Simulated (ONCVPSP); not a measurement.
What one change does to a pseudopotential (O, ONCV)

oxygen, optimised norm-conserving Vanderbilt (ONCV), made with ONCVPSP 4.0.1 (PBE, fully relativistic). Core [He], reference 2s2 2p2 (charge +2). Waves: 2s: rc 0.80 bohr, ncon 4, nbas 7, qcut 8.5 1/bohr, 2 projectors, debl 2.4 Ha; 2p: rc 1.95 bohr, ncon 4, nbas 8, qcut 6.7 1/bohr, 2 projectors, debl 3.8 Ha. Local part: polynomial inside 0.70 bohr (lpopt 5, dvloc0 6 Ha). Core correction: none.

Open shells are filled in proportion to 2j + 1.

All-electron outer shells of the reference configuration (PBE, scalar-relativistic, ld1.x):

```tsv
shell	level (eV)	outermost node (bohr)	outermost maximum (bohr)
1s	-557.75	–	0.13
2s	-58.35	0.27	0.84
2p	-43.24	–	0.75
```

Change: reference 2s2 2p4.

Cutoffs: the cutoffs (Ha) at which the residual kinetic energy of the hardest occupied pseudo-wave falls to 1 and 0.1 mHa per electron; they do not see the model core or the augmentation charge, which bear on the density cutoff. Errors are all-electron minus pseudo energies relative to the spin-unpolarised reference configuration.

What does the change do?

The potential gets softer (66 Ha and 166 Ha → 45 Ha and 160 Ha); neither file shows a bound ghost.

| quantity | base | changed |
| --- | --- | --- |
| cutoff, loose | 66 Ha | 45 Ha |
| cutoff, tight | 166 Ha | 160 Ha |
| loose cutoff by channel | s 66 Ha, p 18 Ha | s 45 Ha, p 17 Ha |
| bound ghosts | none | none |
| GHOST(+) flags under 300 eV | none | none |
| largest error over its own tests, meV | +2106 | +6830 |
| s: phases at 0.81 bohr within 0.05 rad from the reference energy up to (Ha; the scan ends near 5) | to the end of the scan | to the end of the scan |
| p3/2: phases at 1.98 bohr within 0.05 rad from the reference energy up to (Ha; the scan ends near 5) | 4.5 | to the end of the scan |
| p1/2: phases at 1.98 bohr within 0.05 rad from the reference energy up to (Ha; the scan ends near 5) | 4.5 | to the end of the scan |
